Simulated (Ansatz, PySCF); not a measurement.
Cl3Ge, SMILES [Cl][Ge]([Cl])[Cl] (connectivity only; charge and spin as stated), charge +1, multiplicity 1. Atoms are numbered in the order given.

```xyz
4

Cl     1.7961    -1.0370     0.0044
Ge     0.0000     0.0000     0.0044
Cl    -1.7961    -1.0370     0.0044
Cl     0.0000     2.0739     0.0044
```
Charge +1, spin multiplicity 1.

The structure is a stationary point at B3LYP-D3(BJ)/def2-SVP. The multiplicity is an assumed one; other spin states were not compared. The isomer is the one that the SMILES or the coordinates give; other isomers of the formula were not compared.

Two levels are set side by side: PBE-D3(BJ)/def2-SVP (Ansatz, a program for electronic structure) and B3LYP-D3(BJ)/def2-SVP (Ansatz). Each level has its own optimised geometry; the coordinates shown are those of the second. Frequencies come from the Hessian of PySCF at each geometry. Differences are taken from unrounded values.

```
quantity                            B3LYP-D3(BJ)  PBE-D3(BJ)  PBE-D3(BJ) minus B3LYP-D3(BJ)
----------------------------------  ------------  ----------  -----------------------------
mean bond length (Å)                       2.074       2.080                          0.006
bond Cl1–Ge2 (Å)                           2.074       2.080                          0.006
bond Ge2–Cl3 (Å)                           2.074       2.080                          0.006
bond Ge2–Cl4 (Å)                           2.074       2.080                          0.006
highest harmonic wavenumber (cm⁻¹)           526         518                             -8
mean harmonic wavenumber (cm⁻¹)              313         306                             -7
zero-point energy (kcal/mol)                2.69        2.63                          -0.06
```
